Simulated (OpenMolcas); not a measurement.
# Pm3+ in cubic eightfold coordination: ligands and hosts compared

* Program: OpenMolcas
* Method: CASSCF
* Active space: 4 electrons in 7 orbitals (4f)
* Spin-orbit coupling: RASSI with atomic mean-field integrals over the reference wave functions

Distances were set from a Shannon-type radius of the metal (high-spin where two are listed) plus a fixed donor radius (Cl 1.76, F 1.31 Å), in hosts weighted 0.65 to 0.35 with the host's distance in the model lattice. Anionic complexes are neutralised by point charges, and hosts are embedded clusters. Ligand basis ANO-RCC-VDZP. States (labels of O, the rotations of Oh). Energies in cm-1 above the lowest state or level, χT in cm3 K/mol; under a threefold ground state the first gap can be a small split of the lowest multiplet, not the spin-orbit step.

| Ligand or host | R (Å) | Metal basis | Outer charge (e at Å behind ligand) | Ground state | First state of that spin | First gap with spin-orbit (degeneracies) | Width of lowest J | χT at 300 K |
| --- | --- | --- | --- | --- | --- | --- | --- | --- |
| Cl | 2.85 | ANO-RCC-VDZP | 0.62 at 2.8 | 5T2 | 5E 90.8 | 157.1 (1, 3) | 306 | 0.942 |
| F | 2.4 | ANO-RCC-VDZP | 0.62 at 2.6 | 5T2 | 5E 113.2 | 214.8 (1, 3) | 441 | 0.885 |
| SrF2 | 2.44 | ANO-RCC-VDZP |  | 5T2 | 5E 121.7 | 220.7 (1, 3) | 457 | 0.877 |
| CaF2 | 2.39 | ANO-RCC-VDZP |  | 5T2 | 5E 163.8 | 261.3 (1, 3) | 571 | 0.820 |

The rows also differ in their outer charges, so part of each step comes from that.

The width of the lowest J multiplet rises in the order Cl < F < SrF2 < CaF2, by a factor of 1.87 from first to last.

High states are left out of the spin-orbit mixing, which shifts the levels that they would mix with. Without dynamic correlation the ligand-field splitting of an f shell can come out too small, at times by half. A group larger than the point group allows holds several states that coincide in this model. No measured value stands beside these numbers; the geometry was imposed, not optimised, and the real ion may take another.
